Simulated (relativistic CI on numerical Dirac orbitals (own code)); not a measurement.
## What each ingredient does to the levels of Sb41+

Base calculation: Dirac-Coulomb-Breit CI, orbitals from a KLI potential per configuration, QED by a radiative potential, unscaled Slater integrals.

Configurations in the expansion (outside the closed core 1s2): 2s2.2p6, 2s2.2p5.3s, 2s2.2p5.3p, 2s2.2p5.3d, 2s.2p6.3s, 2s.2p6.3p, 2s.2p6.3d, 2s2.2p5.4s, 2s2.2p5.4p, 2s2.2p5.4d, 2s2.2p5.4f, 2s.2p6.4s, 2s.2p6.4p, 2s2.2p4.3s2, 2s.2p6.4d, 2s.2p6.4f. Levels of other configurations are missing.

Variants: (1) QED terms removed. Shifts of the energy above 2s2.2p6 1S_0, in eV, for the lowest level and the first level of each name with at least 55 % of one term (blank where a level changes its place among those of its configuration and J or its character, or is not in the variant):

```csv
Level,Base,Δ(1)
2s2.2p6 1S_0,0.00,0.00
2s2.2p5.3s 3P°_2,3704.42,-0.93
2s2.2p5.3s 1P°_1,3709.61,-0.92
2s2.2p5.3p 3D_3,3857.45,+0.25
2s2.2p5.3p 1P_1,3857.49,+0.25
2s2.2p5.3p 3P_2,3865.18,+0.25
2s2.2p5.3d 3P°_0,3956.26,+0.23
2s2.2p5.3d 3P°_1,3961.62,+0.10
2s2.2p5.3s 3P°_0,3964.24,-1.20
2s2.2p5.3s 3P°_1,3965.83,-1.05
2s2.2p5.3d 3F°_3,3965.94,+0.40
2s2.2p5.3d 3D°_2,3969.61,+0.40
2s2.2p5.3d 3F°_4,3977.77,+0.35
2s2.2p5.3d 3D°_3,3988.16,+0.35
2s2.2p5.3d 1P°_1,4008.76,+0.33
2s2.2p5.3p 3D_1,4048.95,-0.09
2s2.2p5.3d 3F°_2,4224.19,-0.06
2s.2p6.3s 3S_1,4253.64,+3.45
2s.2p6.3s 1S_0,4270.93,+3.50
2s.2p6.3p 3P°_0,4339.57,+4.76
2s.2p6.3p 3P°_1,4341.39,+4.73
2s.2p6.3p 3P°_2,4407.56,+4.64
```

At this charge energies of transitions that change n are usually good to better than 1 %, and those within a shell (Δn = 0) to a few per cent.

Ionisation energy from the two ground configurations alone: base 6713.65 eV. The NIST ASD value (theoretical) is 6714 eV.

LS names give the leading component of a level, which can be under half, so a name can repeat, a term be missing and a line seem to break the LS rules.
